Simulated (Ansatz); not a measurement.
Ansatz (a first-principles code) input (RI-MP2/aug-cc-pVTZ):
A basis named .json is the Basis Set Exchange file of that set.

Ansatz 0.2 input:
```yaml
crystal:
  periodic: [false, false, false]
  atoms:
    - {symbol: C, position_ang: [2.54384328, -0.02186337, -0.33280936]}
    - {symbol: C, position_ang: [1.21355244, 0.72221762, -0.38227315]}
    - {symbol: C, position_ang: [0.00515770, -0.17319967, -0.11718862]}
    - {symbol: C, position_ang: [-1.31750015, 0.57387087, -0.27441969]}
    - {symbol: C, position_ang: [-2.54293315, -0.32000287, -0.11605114]}
    - {symbol: O, position_ang: [0.09676328, -0.80383387, 1.16516243]}
    - {symbol: H, position_ang: [2.58596125, -0.79484291, -1.10385043]}
    - {symbol: H, position_ang: [2.68046608, -0.51076574, 0.63179224]}
    - {symbol: H, position_ang: [3.38242610, 0.65739244, -0.49501466]}
    - {symbol: H, position_ang: [1.08671786, 1.19669990, -1.35999055]}
    - {symbol: H, position_ang: [1.21049679, 1.53575570, 0.35380144]}
    - {symbol: H, position_ang: [0.02418516, -1.01057454, -0.82242639]}
    - {symbol: H, position_ang: [-1.34693866, 1.38586263, 0.46277913]}
    - {symbol: H, position_ang: [-1.33020948, 1.05504211, -1.25700021]}
    - {symbol: H, position_ang: [-2.53934020, -0.81670221, 0.85421913]}
    - {symbol: H, position_ang: [-3.46571417, 0.25601819, -0.20320104]}
    - {symbol: H, position_ang: [-2.55984279, -1.09644206, -0.88457693]}
    - {symbol: H, position_ang: [0.08496510, -0.11290816, 1.83862055]}
basis:
  gaussian:
    orbitals: aug-cc-pVTZ
    fitting: {mean_field: def2-universal-jkfit, correlation: aug-cc-pVTZ-RIFIT.json}
magnetization: {spin_polarized: true, initial_magnetization: 2}
correlation: {method: mp2, electrons: outside_noble_gas}
```

Output:

```
Functional definition: HF
integrals: 1.56 GiB planned
668 factors; integrals over basis functions are off by at most 9.4e-1 eV
1.51 GiB of device memory are held for the factors and their scratch space
mean field: 3.12 GiB planned
mean field evaluation 1: about -7368.5206 eV, gradient 3.0e1 eV
mean field evaluation 2: about -7373.8453 eV, gradient 1.3e1 eV
mean field evaluation 4: about -7375.3612 eV, gradient 3.8e0 eV
mean field evaluation 8: about -7376.2969 eV, gradient 2.1e0 eV
mean field evaluation 16: about -7373.0716 eV, gradient 5.1e0 eV
mean field evaluation 32: about -7376.4003 eV, gradient 1.2e-1 eV
mean field -7376.40072957 eV, -271.0777269076 hartree, gradient 2.0e-6 eV, S^2 2.011385; 2 other end points of the search recorded, 0 dependent functions left out
6 core orbitals not correlated
1188 factors; their error is unknown
reference -7376.40072957 eV, -271.0777269076 hartree; 20, 18 occupied and 526, 528 virtual orbitals, 1188 factors
second order -29.79869283 eV of doubles, -0.00000000 eV of singles
Total energy: -7406.19942240 eV, -272.1728086709 hartree
```

This state (charge 0, triplet) is run at the relaxed geometry of the species with charge 0 and multiplicity 1, and is a spin state other than that species' own.
